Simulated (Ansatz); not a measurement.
Ansatz (a quantum-chemistry and plane-wave program) input:

Ansatz 0.2 input:
```yaml
crystal:
  periodic: [false, false, false]
  atoms:
    - {symbol: C, position_ang: [-2.03547556, 0.94955622, 0.71038592]}
    - {symbol: C, position_ang: [-0.90105500, -0.06931218, 0.59700011]}
    - {symbol: C, position_ang: [-1.40801579, -1.36764907, -0.03507420]}
    - {symbol: C, position_ang: [0.27823015, 0.53577642, -0.17267887]}
    - {symbol: C, position_ang: [1.51620223, -0.33898805, -0.21774298]}
    - {symbol: O, position_ang: [2.56000232, 0.41141247, -0.83792778]}
    - {symbol: H, position_ang: [-2.41792305, 1.21308519, -0.27958611]}
    - {symbol: H, position_ang: [-1.69666404, 1.86910913, 1.19169335]}
    - {symbol: H, position_ang: [-2.86817573, 0.55016869, 1.29295441]}
    - {symbol: H, position_ang: [-0.55537761, -0.30021669, 1.61213747]}
    - {symbol: H, position_ang: [-2.27217484, -1.75345977, 0.50955945]}
    - {symbol: H, position_ang: [-1.71679935, -1.19598663, -1.07023674]}
    - {symbol: H, position_ang: [-0.64668718, -2.14879443, -0.03953189]}
    - {symbol: H, position_ang: [-0.03040691, 0.76416450, -1.19804411]}
    - {symbol: H, position_ang: [0.56082980, 1.48654128, 0.28768705]}
    - {symbol: H, position_ang: [1.80252784, -0.62818616, 0.80260964]}
    - {symbol: H, position_ang: [1.32152264, -1.25712694, -0.78288409]}
    - {symbol: H, position_ang: [3.33999389, -0.14689819, -0.91427607]}
basis:
  gaussian:
    orbitals: aug-cc-pVDZ
magnetization: {spin_polarized: false}
correlation: {method: ccsd_t, electrons: outside_noble_gas}
output: {forces: true}
```

Which total energy does the run end on?

-272.28400 Eh (CCSD(T)/aug-cc-pVDZ). The basis has 246 functions.
